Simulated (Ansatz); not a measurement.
Geometry optimisation, RHF/def2-SVP (Ansatz).

Input:

```yaml
crystal:
  periodic: [false, false, false]
  atoms:
    - { symbol: Al, position_ang: [0.032662, 0.54836, -0.29643] }
    - { symbol: H, position_ang: [-0.10989, -0.089535, 2.386051] }
    - { symbol: O, position_ang: [1.481416, -0.246974, -0.615395] }
    - { symbol: H, position_ang: [1.700353, -1.059338, -1.032554] }
    - { symbol: O, position_ang: [-1.484199, -0.035809, -0.733536] }
    - { symbol: H, position_ang: [-1.797339, -0.846753, -1.088511] }
    - { symbol: "N", position_ang: [0.115504, 2.192091, 0.557669] }
    - { symbol: H, position_ang: [0.973827, 2.687515, 0.70494] }
    - { symbol: H, position_ang: [-0.668078, 2.811357, 0.637176] }
    - { symbol: H, position_ang: [-0.059455, 0.585387, 2.156989] }
basis:
  gaussian: { orbitals: def2-SVP }
hamiltonian:
  xc: hf
relax:
  f_tol: 0.03
  max_steps: 50
```

Launched with:

```bash
$ ansatz run input.yaml --threads 1 --pin off --max-ram 2048MiB --backend cpu --events-out ev --progress --plain --runs-dir out
```

Question: Where does it end, and by what steps?

Answer: It converged. The force dipped under the threshold on the way, but the program's further checks kept it going. After 19 steps the energy has fallen by 0.268 eV; H2 moved furthest, 1.35 Å.

```tsv
step	energy less start (eV)	largest force component (eV/Å)	accepted
0	0.0000	1.773	yes
1	-0.1900	0.981	yes
2	-0.2414	0.376	yes
3	-0.2517	0.114	yes
4	-0.2484	0.305	no
5	-0.2527	0.033	yes
6	-0.2546	0.020	yes
7	-0.2564	0.223	yes
8	-0.2582	0.239	yes
9	-0.2595	0.353	yes
10	-0.2610	0.234	yes
11	-0.2638	0.008	yes
12	-0.2653	0.033	yes
13	-0.2664	0.110	yes
14	-0.2672	0.074	yes
15	-0.2679	0.054	yes
16	-0.2682	0.052	yes
17	-0.2683	0.047	yes
18	-0.2684	0.034	yes
19	-0.2684	0.009	yes
```

```xyz
10
Properties=species:S:1:pos:R:3
Al 0.041 0.555 -0.605
H -0.121 0.304 3.682
O 1.493 -0.192 -1.022
H 1.720 -0.945 -1.534
O -1.468 0.013 -1.124
H -1.763 -0.710 -1.646
N 0.104 1.977 0.426
H 0.946 2.397 0.769
H -0.693 2.509 0.715
H -0.075 0.638 3.015
```

Time of the run: 29 s on 1 thread of Arm Neoverse V2, with other jobs on the host, peak memory 0.15 GiB.
